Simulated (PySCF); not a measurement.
A calculated (UHF, PySCF 2.14, aug-cc-pV(D+d)Z, the non-relativistic Hamiltonian (point nucleus)) atom or ion has these occupied shells.

```tsv
shell	electrons	orbital energy (eV)	rms radius, mean of both spins (bohr)
1s α	1	-2515.7	0.113
1s β	1	-2514.8	0.113
2s α	1	-256.96	0.518
2s β	1	-256.08	0.518
2p α	3	-194.07	0.492
2p β	3	-192.53	0.492
3s α	1	-38.466	1.79
3s β	1	-29.111	1.79
3p α	3	-23.459	2.05
```

(1) Name the element and its charge.

Results:

(1) S⁺ (sulfur, charge +1), in [Ne] 3s2 3p3, high-spin 4S determinant.
